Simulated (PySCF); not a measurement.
CHO₂, SMILES O=C[O-], charge -1. Atoms are numbered in the order given.

```xyz
4

O      0.0000    -1.1354     0.2095
C      0.0000     0.0000    -0.3155
O      0.0000     1.1354     0.2095
H      0.0000     0.0000    -1.4591
```
Charge -1, spin multiplicity 1.

Geometry optimised at r2SCAN-D4/def2-TZVPD.

Estimates of the vertical detachment energy (IE) of the anion in eV. Rows of orbital energies are one-electron estimates, which approximate functionals can put far too low.

```csv
level,IE
"−ε(HOMO), −ε(LUMO), M06-2X/def2-TZVPD (PySCF)",?
"−ε(HOMO), −ε(LUMO), CAM-B3LYP/def2-TZVPD (PySCF)",2.70
ADC(2)/aug-cc-pVDZ (PySCF),2.24
```

Complete the blanks. (An estimate is asked for; the answer gives what the named calculation found.)


- −ε(HOMO), −ε(LUMO), M06-2X/def2-TZVPD (PySCF), IE: 2.74

Give the lowest 1s main lines (those of the lightest heavy element) from CVS-ADC(2)-x/aug-cc-pVDZ (PySCF, non-relativistic), with pole strengths. (An estimate is asked for; the answer gives what the named calculation found.)

289.8 eV (1.52).

Beyond the first one, list the lowest photoelectron lines from ADC(2)/aug-cc-pVDZ (PySCF) with their pole strengths (two spins summed). (An estimate is asked for; the answer gives what the named calculation found.)

2.37 eV (1.72), 2.90 eV (1.70), 6.85 eV (1.69), 6.97 eV (1.67), 8.06 eV (1.66).
